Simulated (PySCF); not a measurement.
Cl2OTi, multiplicity 1. Atoms are numbered in the order given.

```xyz
4

Ti    -0.1061     0.3093     0.0000
O      0.1100     1.8814     0.0000
Cl     0.0428    -0.6428    -2.0036
Cl     0.0428    -0.6428     2.0036
```

The structure is a stationary point at TPSSh-D3(BJ)/def2-SVP. The spin state was assumed, not searched.

Method: PBE/def2-TZVPD run with PySCF.

Isolated molecule, no solvent.

Computed frontier levels, gap, dipole moment and polarisability:
The highest occupied level comes out as -7.92 eV. The lowest empty level is -4.92 eV and the orbital gap is 3.00 eV. The dipole moment is 0.262 e·Å and the quadrupole, principal values (traceless, Buckingham form, about the centre of nuclear charge) comes out as -5.26, -5.04, 10.30 D·Å. The mean static polarisability comes out as 67.2 bohr³ (9.96 Å³) and the polarisability, principal values is 46.0, 67.2, 88.4 bohr³.
